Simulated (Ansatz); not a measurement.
Diatomic TePb, closed-shell singlet (the spin of the measured ground state). No spin–orbit coupling.

D_e counts from the fitted minimum to each atom's lowest state at the same level, without counterpoise. The singlet is restricted.

Correlated levels freeze the inner cores; with def2 sets outer-core shells near the valence are correlated too. CBS: X⁻³ extrapolation of the correlation energy, Hartree–Fock from the larger set.

Run with Ansatz (Gaussian orbitals). Values without a source in brackets are computed. In def2 rows elements past Kr take small-core potentials, without spin–orbit coupling.

**Question.** Predict the bond energy D_e from BHLYP/def2-TZVPP.

**Answer.** 331 kJ/mol

**Question.** Estimate the bond energy D_e that CCSD(T)/CBS(def2-TZVPP, def2-QZVPP) returns for this input.

**Answer.** 397 kJ/mol

**Question.** Estimate the bond energy D_e that CCSD(T)/def2-TZVPP returns for this input.

**Answer.** 362 kJ/mol

Doubts at one or more of the structures used: a restricted determinant that unrestricted orbitals would lower (CCSD(T)/def2-TZVPP, CCSD(T)/CBS(def2-TZVPP, def2-QZVPP)).

Ansatz is an electronic-structure program.
